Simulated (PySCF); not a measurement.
Compound: C₃H₄AlFO₂.
Geometry (PBE0-D3(BJ)/def2-SVP, Å), atoms numbered from 1 in this order:
```xyz
11
C3H4AlFO2 angstrom
F     -2.009   -1.755   -0.380
C     -1.013   -0.921   -0.193
C     -1.327    0.446   -0.177
C     -0.319    1.383    0.023
O      0.913    1.131    0.198
Al     1.749   -0.530    0.229
O      0.107   -1.440   -0.047
H     -2.358    0.760   -0.320
H     -0.597    2.450    0.033
H      2.632   -0.704   -1.075
H      2.248   -0.850    1.698
```

Theory: PBE0-D3(BJ)/def2-SVP geometry optimisation, gas phase (PySCF 2.14.0).

Problem. Which atoms are bound to Al6, and at what distances?

Solution. 4 atoms: H11 1.584 Å, H10 1.585 Å, O5 1.859 Å, O7 1.898 Å. The nearest atom not counted as bound is C2, at 2.82 Å (others tie with it).

Problem. List the angles at Al6.

Solution. 
```
      angle  degrees  distance of the outer atoms (Å)
H10–Al6–H11    124.4                             2.80
 O5–Al6–H11    109.7                             2.82
 O5–Al6–H10    109.6                             2.82
 O7–Al6–H11    108.1                             2.82
 O7–Al6–H10    108.0                             2.82
  O5–Al6–O7     92.1                             2.71
```

Problem. Describe the arrangement about Al6 in numbers.

Solution. Angles from 92.1° to 124.4°; τ4 = (360° − α − β)/141° = 0.89 with α and β the two widest (0 for a square, 1 for a tetrahedron). The Al–O distances aren't all alike: 1.859 to 1.898 Å.

Problem. What are the other bond lengths?

Solution. F1–C2 1.312 Å; C2=C3 1.402 Å; C3–C4 1.390 Å; C4=O5 1.269 Å; C2–O7 1.243 Å; C3–H8 1.088 Å; C4–H9 1.103 Å.

Problem. Give some angles away from the centre.

Solution. F1–C2–C3 116.8°, F1–C2–O7 115.8°, C3–C2–O7 127.4°, C2–C3–C4 119.7°, C3–C4–O5 126.1°, C4–O5–Al6 128.0°, C2–O7–Al6 126.6°.

Problem. What are the rotational constants (commonest isotopes, rigid rotor)?

Solution. A = 3839, B = 1968, C = 1328 MHz: an asymmetric top.

Point group: Cs (tolerance 0.08 Å). Charge 0, singlet. PBE0-D3(BJ)/def2-SVP frequencies: not computed here.
